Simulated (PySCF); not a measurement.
Compound: ethylgermane, C2H8Ge.
Bonds: C1–C2, C2–Ge3. Hydrogens: H4, H5, H6 on C1; H7, H8 on C2; H9, H10, H11 on Ge3.

Computed by this run: PySCF, PBE0-D3(BJ)/def2-SVP geometry optimisation, gas phase; density fitting, grid level 1; the optimiser is geomeTRIC in internal coordinates, started from a GFN2-xTB structure with every atom displaced at random (about 0.01 Å).

Step 0: E = -58704.1050 eV
```
atom  x, y, z in Å  |  force x, y, z in eV/Å
C1     -1.7019    0.4113   -0.2443    0.275   1.068  -0.324
C2     -0.6735   -0.2879    0.5797    0.763   0.348  -0.001
Ge3     1.1447    0.0466   -0.0799   -0.279  -0.190   1.200
H4     -2.6895    0.2394    0.1287   -1.134  -0.242   0.343
H5     -1.5595    1.5064   -0.2371    0.025  -0.037   0.015
H6     -1.6831    0.1162   -1.2892    0.009  -0.250  -0.507
H7     -0.7274    0.0336    1.6242    0.059   0.036   0.257
H8     -0.8436   -1.3530    0.5653   -0.045  -0.846   0.070
H9      1.3315   -0.4044   -1.4649    0.027  -0.496  -1.403
H10     2.1861   -0.6627    0.7678    0.250  -0.268   0.299
H11     1.4909    1.5031   -0.0375    0.050   0.877   0.051
```

Step 1: E = -58704.2400 eV
```
atom  x, y, z in Å  |  force x, y, z in eV/Å
C1     -1.7229    0.4343   -0.2523   -0.135  -0.082   0.045
C2     -0.6554   -0.2806    0.5657   -0.032  -0.142   0.041
Ge3     1.1753    0.0436   -0.0552    0.157   0.046  -0.316
H4     -2.7377    0.2463    0.1456    0.132  -0.002  -0.042
H5     -1.5736    1.5229   -0.2479    0.020   0.102  -0.007
H6     -1.7210    0.1097   -1.3048    0.018  -0.009  -0.002
H7     -0.7011    0.0295    1.6229    0.002  -0.004  -0.002
H8     -0.8170   -1.3748    0.5591    0.007   0.118  -0.001
H9      1.3336   -0.4494   -1.5352   -0.030   0.129   0.371
H10     2.2077   -0.7012    0.8290   -0.104   0.065  -0.078
H11     1.4867    1.5684   -0.0141   -0.034  -0.221  -0.010
```

**Question.** Estimate the geometry and energy of step 2. (The exact step hangs on the optimiser's Hessian estimate; all steps are aligned on step 1, rigid shifts and turns removed.)

**Answer.** E = -58704.2481 eV, largest force 0.073 eV/Å
```
atom  x, y, z in Å  |  force x, y, z in eV/Å
C1     -1.7207    0.4342   -0.2520   -0.031   0.012   0.004
C2     -0.6554   -0.2811    0.5675    0.012  -0.022   0.031
Ge3     1.1731    0.0451   -0.0595    0.009   0.001  -0.073
H4     -2.7318    0.2423    0.1432    0.011  -0.002  -0.010
H5     -1.5722    1.5261   -0.2488    0.001  -0.008  -0.002
H6     -1.7138    0.1072   -1.3039    0.006   0.004  -0.003
H7     -0.7002    0.0281    1.6249    0.000   0.002  -0.003
H8     -0.8178   -1.3718    0.5599   -0.005   0.010  -0.003
H9      1.3295   -0.4398   -1.5188   -0.007   0.013   0.041
H10     2.1982   -0.6975    0.8188    0.005  -0.009   0.014
H11     1.4858    1.5558   -0.0186   -0.002  -0.002   0.004
```

The energy changes by -0.0081 eV. The first-order estimate −F·Δx gives -0.0150 eV and the mean of the old and new forces, exact on a quadratic surface, -0.0080 eV. The step makes an angle of 43° with the force vector and moves no atom by more than 0.019 Å.

The cost below is that of the whole optimisation. Time: 14 s wall; peak memory 0.41 GiB. Hardware: Arm Neoverse V1, one thread, no GPU, on a shared host.
